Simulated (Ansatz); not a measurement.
A van 't Hoff estimate for ICl + SiH3(CH3) ⇌ SiH3I + CH3Cl

Species: ICl (iodine monochloride), singlet; SiH3(CH3) (methylsilane), singlet; SiH3I `[SiH3]I`, singlet; CH3Cl (chloromethane) `CCl`, singlet. The partners trade Cl for SiH3: I–Cl and C–SiH3 bonds give way to I–SiH3 and C–Cl.

The electronic reaction energy at CCSD(T)/def2-TZVPP is -93.7 kJ/mol. Shapes: PBE0-D4/def2-TZVP. Programs: Ansatz 0.2.0. Enthalpy and entropy come from rigid-rotor, harmonic-oscillator sums on unscaled PBE0-D4/def2-TZVP wavenumbers, ideal gases at 1 bar. Symmetry numbers: ICl 1, SiH3(CH3) 3, SiH3I 3, CH3Cl 3. R = 8.3145 J/(mol K).

| T (K) | ΔH (kJ/mol) | ΔS (J/(mol K)) |
| --- | --- | --- |
| 700 | -93.5 | -3.1 |
| 1000 | -95.3 | -5.3 |
| 1300 | ? | ? |

Question: Work out ln K at 700 and 1000 K, and from these estimate it at 1300 K.

Answer: 
1. 700 K: ΔG = -93.5 − 700 × (-3.1)/1000 = -91.3 kJ/mol; ln K = −ΔG/RT = +15.69.
2. 1000 K: ΔG = -95.3 − 1000 × (-5.3)/1000 = -90.0 kJ/mol; ln K = −ΔG/RT = +10.82.
3. Slope against 1000/T: (+10.82 − (+15.69))/(1.0000 − 1.4286) = +11.36, that is −ΔH/R with ΔH near -94 kJ/mol.
4. 1300 K: ln K = +15.69 + (+11.36) × (0.7692 − 1.4286) = +8.20.

The full sums give ΔH = -97.0 kJ/mol, ΔS = -6.8 J/(mol K), ΔG = -88.2 kJ/mol and ln K = +8.16 at 1300 K, so the line is off by +0.04 in ln K; without rounding the miss is +0.05, from the change of ΔH with temperature. The products are favoured over this whole range. An error of 10 kJ/mol in the energy moves ln K by 0.9 at 1300 K. Soft modes are treated as harmonic, which can err either way at these temperatures; the lowest are those of SiH3(CH3) (198 cm⁻¹). For atoms past krypton def2 sets carry core potentials with scalar relativity. Outer-core shells of I are correlated, in sets that cover them unevenly.
